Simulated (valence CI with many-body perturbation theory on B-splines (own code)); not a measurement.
Values are calculated unless marked as measured or tabulated.
Au VII: what the settings do

Level of theory: valence CI with perturbative core correlation (CI+MBPT): five valence electrons over a frozen Dirac-Fock core [Xe] 4f14, a basis of 6 s, 6 p, 5 d, 5 f, 1 g functions for each j, with the one-electron correlation potential Σ1 (screened to all orders), the two-electron term Σ2, the three-electron term Σ3, Breit, model QED; selected single and double excitations, second order for the rest, scaled by the run's own slope (own B-spline code, finite nucleus).

No measured levels were compared; by estimate terms of the open shell hold to 2 to 4 % of their energy, and close levels can change places; different configurations can be misplaced against each other by 1,000 to 8,000 cm⁻¹. Among the levels kept, up to 430 cm⁻¹ of a level comes from second order outside the variational space, and about a tenth of that is noise between levels of different J, which matters for small intervals. Only levels of the ground parity were solved; by the run's estimate the other parity begins above the list, which can be wrong where configurations are misplaced.

The reference run has the lowest level (5d3/2^3 5d5/2^2) J=5/2 [a] and an ionisation energy of 94.1773 eV. Its largest variational space holds 9995 state functions.

Levels are named by their leading jj configuration (3d3/2^4 stands for four electrons in 3d with j = 3/2), which in mixed levels can hold well under half, so a name can repeat and another be missing. Letters in brackets count levels of one name in rising energy.

Changed runs:
A. size limit of the variational space 10000 → 1500; second order for the rest on → off
B. correlating orbitals by l 3 3 3 3 1 → 5 5 3 4 0
C. selection threshold (hartree) 2e-08 → 2e-07
D. start configuration 5d5 → 5d6 (bad on purpose)

Excitation energies of the reference run in cm⁻¹, and shifts in cm⁻¹:

```csv
Level,Reference,A,B,C
(5d3/2^4 5d5/2) J=5/2,18922,+737,+1075,0
(5d3/2^3 5d5/2^2) J=7/2 [a],27110,+973,+1246,0
(5d3/2^3 5d5/2^2) J=3/2,28290,-5.0,+1093,0
(5d3/2^3 5d5/2^2) J=11/2,29046,+204,+1251,0
(5d3/2^3 5d5/2^2) J=5/2 [b],30243,+928,+1104,0
(5d3/2^3 5d5/2^2) J=9/2,30718,+1143,+1276,0
(5d3/2^3 5d5/2^2) J=1/2,33177,-1523,+1045,-0.4
(5d3/2^2 5d5/2^3) J=7/2 [a],37796,+641,+1449,0
(5d3/2^3 5d5/2^2) J=5/2 [c],39878,+1441,+1340,0
(5d3/2^2 5d5/2^3) J=11/2,43611,+1171,+1536,0
(5d3/2^3 5d5/2^2) J=7/2 [b],44294,+1215,+1731,0
(5d3/2^2 5d5/2^3) J=1/2,44352,-1682,+1267,-0.6
Ionisation energy (eV),94.1773,-0.4069,-0.0203,+0.00029
```

Run D: It gave no result: the electrons of core and valence do not add up to the charge. The program said: "core and valence hold 74 electrons, the ion has 73".
